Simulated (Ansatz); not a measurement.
Molecular dynamics of CH9BNP

input.yaml

```yaml
crystal:
  periodic: [false, false, false]
  atoms:
    - { symbol: B, position_ang: [-0.049814, 0.1448, 0.197124] }
    - { symbol: "N", position_ang: [-0.027408, -0.287624, 1.686163] }
    - { symbol: H, position_ang: [-0.791535, -0.83432, 2.064684] }
    - { symbol: H, position_ang: [0.864131, -0.47807, 2.13015] }
    - { symbol: C, position_ang: [1.363472, 0.142334, -0.519821] }
    - { symbol: H, position_ang: [1.669746, -0.905602, -0.66922] }
    - { symbol: H, position_ang: [1.349251, 0.623041, -1.503681] }
    - { symbol: H, position_ang: [2.153903, 0.62172, 0.076412] }
    - { symbol: H, position_ang: [-1.055569, -0.184196, -0.373962] }
    - { symbol: P, position_ang: [-0.540228, 2.38262, 0.366356] }
    - { symbol: H, position_ang: [-1.659846, 2.585594, 1.225559] }
    - { symbol: H, position_ang: [0.405351, 2.99796, 1.239793] }
    - { symbol: H, position_ang: [-0.297554, 1.049947, 1.446244] }
basis:
  gaussian: { orbitals: "6-31G*" }
hamiltonian:
  xc: r2scan
  dispersion: d4
md:
  timestep: 0.5
  n_steps: 200
  ensemble: nve
  temperature: 300.0
  initial_velocities: maxwell_boltzmann
  seed: 7638
```

Run as:

```bash
$ ansatz run input.yaml --threads 2 --pin off --max-ram 3072MiB --backend cpu --events-out ev --progress --plain --runs-dir out
```

It starts at the highest image of a converged band. Of that band: A structure lower than the first end lies on the path between it and the top, so the climb from that side starts below the end, which may itself be a saddle point or a shallow side well. Neighbouring images differ by up to 1.5 eV, so the band resolves the path poorly. A vibrational analysis at the climbing image gives one clearly imaginary mode, 1274i cm⁻¹: a first-order saddle point.

Output, in part (step lines, the closing report, with atoms numbered from 0):

```
md step     0: t =     0.00 fs  T =   300.0 K  F+E_penalty+E_count = -12634.30385975 eV  E_kin = 0.426558 eV  conserved = -12633.87730176 eV  (27 SCF iters)
md step     1: t =     0.50 fs  T =   294.2 K  F+E_penalty+E_count = -12634.29549411 eV  E_kin = 0.418311 eV  conserved = -12633.87718335 eV  (30 SCF iters)
md step     2: t =     1.00 fs  T =   278.3 K  F+E_penalty+E_count = -12634.27254811 eV  E_kin = 0.395706 eV  conserved = -12633.87684217 eV  (31 SCF iters)
md step     3: t =     1.50 fs  T =   256.0 K  F+E_penalty+E_count = -12634.24040239 eV  E_kin = 0.364009 eV  conserved = -12633.87639297 eV  (30 SCF iters)
md step     4: t =     2.00 fs  T =   232.2 K  F+E_penalty+E_count = -12634.20610759 eV  E_kin = 0.330120 eV  conserved = -12633.87598755 eV  (31 SCF iters)
md step     5: t =     2.50 fs  T =   211.2 K  F+E_penalty+E_count = -12634.17602382 eV  E_kin = 0.300268 eV  conserved = -12633.87575611 eV  (31 SCF iters)
md step     6: t =     3.00 fs  T =   195.5 K  F+E_penalty+E_count = -12634.15379584 eV  E_kin = 0.278039 eV  conserved = -12633.87575684 eV  (31 SCF iters)
md step     7: t =     3.50 fs  T =   185.3 K  F+E_penalty+E_count = -12634.13945321 eV  E_kin = 0.263499 eV  conserved = -12633.87595377 eV  (30 SCF iters)
[... lines left out ...]
Total energy: -12635.20456107 eV, -464.3352031701 hartree
Atom 0 at    -0.069133     0.486570     0.271484 Å, force    -0.984796    -0.653926    -1.331011 eV/Å
Atom 1 at     0.048562    -0.332118     1.730436 Å, force     2.442728     1.999590     0.763101 eV/Å
Atom 2 at    -0.737096    -0.098998     2.285858 Å, force    -1.518771    -0.510905     0.551438 eV/Å
Atom 3 at     0.127538    -1.236706     1.354885 Å, force    -0.762296    -1.949855    -0.084227 eV/Å
Atom 4 at     1.315909     0.170222    -0.439880 Å, force     0.445337    -1.186266     0.397293 eV/Å
Atom 5 at     1.524955    -0.915454    -0.233220 Å, force     0.149691     0.353747    -0.759099 eV/Å
Atom 6 at     1.497919     0.406578    -1.503757 Å, force    -0.410264    -0.197135     0.347730 eV/Å
Atom 7 at     2.103079     0.660756     0.126794 Å, force     0.522003     0.468453     0.136063 eV/Å
Atom 8 at    -1.106256    -0.108949    -0.178915 Å, force     0.954833     0.178995     0.234691 eV/Å
Atom 9 at    -0.553553     2.348366     0.255549 Å, force     0.202040     0.220071     0.871412 eV/Å
Atom 10 at    -1.754215     2.100918     0.983997 Å, force    -0.131176     0.362673     0.210587 eV/Å
Atom 11 at     0.242286     2.603643     1.440291 Å, force    -0.255303     0.407154    -0.175652 eV/Å
Atom 12 at     0.867378    -0.262389     2.399722 Å, force    -0.654027     0.507404    -1.162326 eV/Å
Dipole moment:     0.183501    -0.825968     1.022839 e Å
```

The steps, from the saved trajectory:

| time (fs) | T (K) | potential energy less start (eV) | conserved less start (meV/atom) |
| --- | --- | --- | --- |
| 0 | 300 | 0.000 | 0.00 |
| 3 | 196 | 0.150 | 0.12 |
| 6 | 137 | 0.232 | 0.08 |
| 9 | 126 | 0.248 | 0.10 |
| 12 | 239 | 0.089 | 0.10 |
| 15 | 440 | -0.198 | 0.10 |
| 18 | 639 | -0.480 | 0.08 |
| 21 | 959 | -0.939 | -0.18 |
| 24 | 927 | -0.890 | 0.09 |
| 27 | 1051 | -1.071 | -0.31 |
| 30 | 741 | -0.627 | -0.01 |
| 33 | 580 | -0.397 | 0.05 |
| 36 | 535 | -0.335 | -0.11 |
| 39 | 333 | -0.044 | 0.22 |
| 42 | 445 | -0.206 | 0.03 |
| 45 | 620 | -0.455 | -0.03 |
| 48 | 700 | -0.567 | 0.18 |
| 51 | 813 | -0.730 | -0.03 |
| 54 | 860 | -0.796 | 0.02 |
| 57 | 907 | -0.863 | -0.02 |
| 60 | 768 | -0.667 | -0.15 |
| 63 | 461 | -0.227 | 0.13 |
| 66 | 558 | -0.369 | -0.15 |
| 69 | 512 | -0.302 | -0.09 |
| 72 | 411 | -0.157 | 0.09 |
| 75 | 551 | -0.356 | 0.03 |
| 78 | 846 | -0.777 | -0.04 |
| 81 | 849 | -0.780 | 0.05 |
| 84 | 847 | -0.778 | 0.00 |
| 87 | 753 | -0.644 | -0.01 |
| 90 | 524 | -0.319 | 0.01 |
| 93 | 443 | -0.203 | 0.07 |
| 96 | 718 | -0.595 | -0.03 |
| 99 | 965 | -0.948 | -0.16 |

The run went to its last step. The conserved energy stayed within 0.31 meV per atom of its start (net change -0.034 meV per atom), so the integration is sound. The kinetic energy rose, since the run started high on the potential surface and went downhill. A run of 0.1 ps of so small a system gives no equilibrium averages. The orbitals stay closed-shell, which can raise the energy where a bond breaks towards radicals; this wasn't checked here.

Between its relaxed ends the band would form B1–P10, N2–H13 and break P10–H13. These pairs go: B1–P10 2.30 → 1.92 Å, N2–H13 1.39 → 1.06 Å, P10–H13 1.73 → 3.67 Å. In the last frame they stand as after the step (other bonds may differ from the relaxed reactants and products). It ends as one piece, CH9BNP. Pairs count as bonded within 1.25 times the sum of covalent radii (0.12 Å more for H–H).

Last frame:

```xyz
13
Properties=species:S:1:pos:R:3
B -0.069 0.487 0.272
N 0.049 -0.332 1.730
H -0.737 -0.099 2.286
H 0.128 -1.237 1.355
C 1.316 0.170 -0.440
H 1.525 -0.915 -0.233
H 1.498 0.407 -1.504
H 2.103 0.661 0.127
H -1.106 -0.109 -0.179
P -0.554 2.348 0.256
H -1.754 2.101 0.984
H 0.242 2.604 1.440
H 0.867 -0.262 2.400
```

Time of the run: 4.5 min on 2 threads of Intel(R) Xeon(R) 6975P-C (Granite Rapids) (shared host), peak memory 0.16 GiB.
